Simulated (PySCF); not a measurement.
Magnetisability: `F[C](F)(F)[GeH-][CH]1CC1`, [C$_{4}$H$_{6}$F$_{3}$Ge]-, charge -1

Geometry (Å), atoms numbered from 1 in this order:
```xyz
14

F     2.6091    0.2159    1.3423
C     2.2591    0.1185    0.0152
F     1.9475    1.3956   -0.3356
F     3.4632   -0.1109   -0.6107
Ge    0.9118   -1.4457   -0.3071
C    -0.5874   -0.3970    0.5727
C    -1.2390    0.7888   -0.0618
C    -1.9866   -0.5012    0.0472
H     0.5794   -0.8037   -1.7681
H    -0.5294   -0.3477    1.6613
H    -1.5644    1.6229    0.5530
H    -0.8934    1.0885   -1.0412
H    -2.8250   -0.5548    0.7362
H    -2.1456   -1.0697   -0.8605
```

Total charge -1.

Method used: PySCF, GIAO KT3/6-31G magnetisability, rotational g tensor and spin-rotation constants, non-relativistic, gas phase. Geometry: GFN2-xTB.

The calculation is non-relativistic, which matters for the atoms heavier than Zn. For an ion the centre-of-mass motion in the field is neglected. The highest occupied orbital is unbound at this level, so the values depend on the basis.

(1) What are the magnetisability and the molar susceptibility?

(2) Split it along the inertial axes a, b, c into diamagnetic and paramagnetic parts about the centre of mass, with the quadrupole moment.

(3) And the rotational g tensor?

Answers

(1) Isotropic -1485 × 10⁻³⁰ J/T², or -89.4 × 10⁻⁶ cm³/mol; principal values -1588, -1459, -1408 × 10⁻³⁰ J/T², anisotropy 161 × 10⁻³⁰ J/T² (root of half the summed squared differences of the principal values). The susceptibility is in cgs units.

(2) 
```csv
axis,χ (10⁻⁶ cm³/mol),diamagnetic (10⁻⁶ cm³/mol),paramagnetic (10⁻⁶ cm³/mol),summed x² of all electrons (Å²),quadrupole Θ (D Å)
a,-88.8,-618.5,529.7,249.1,-5.52
b,-87.8,-1246.8,1159.0,101.0,-2.20
c,-91.7,-1485.5,1393.8,44.8,+7.72
```
Anisotropies 2χaa − χbb − χcc = +1.9 and 2χbb − χaa − χcc = +5.0 × 10⁻⁶ cm³/mol. Θ is traceless in Buckingham's convention.

(3) 
```csv
axis,rotational constant (GHz),g,nuclear part,electronic part
a,2.1712,-0.0306,0.5097,-0.5403
b,1.0091,-0.0156,0.5338,-0.5494
c,0.8163,-0.0134,0.5212,-0.5345
```
Asymmetric top; isotopes 12C, 19F, 74Ge, 1H; no vibrational averaging.
